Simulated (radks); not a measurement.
Results of a calculation; reference values are marked as such.
Spin polarisation of the 5p2 shell in the tellurium ion Te2+. Start: [Kr] 4d10 5s2 5p(up 1, down 1); electrons of 5p are moved from spin down to spin up, other shells keep equal spins. Code: a radial shooting solver on a logarithmic mesh with Libxc functionals. Model: scalar-relativistic Kohn-Sham, PBE, spin-polarised, spherical densities, point nucleus.

moment (Bohr magnetons)	E - E(0) (eV)	e(5p up) (eV)	e(5p down) (eV)	5s down minus up (eV)
0	0.000	-22.304	-22.304	0.000
0.5	-0.056	-22.520	-22.070	0.425
1	-0.225	-22.717	-21.815	0.852
1.5	-0.507	-22.896	-21.543	1.280
2	-0.901	-23.057	-21.252	1.708

At moment 2 the spin-polarisation energy is -0.901 eV and the 5p exchange splitting 1.805 eV, that is 0.902 eV per Bohr magneton; E = -I m^2/4 would give I = 0.901 eV.
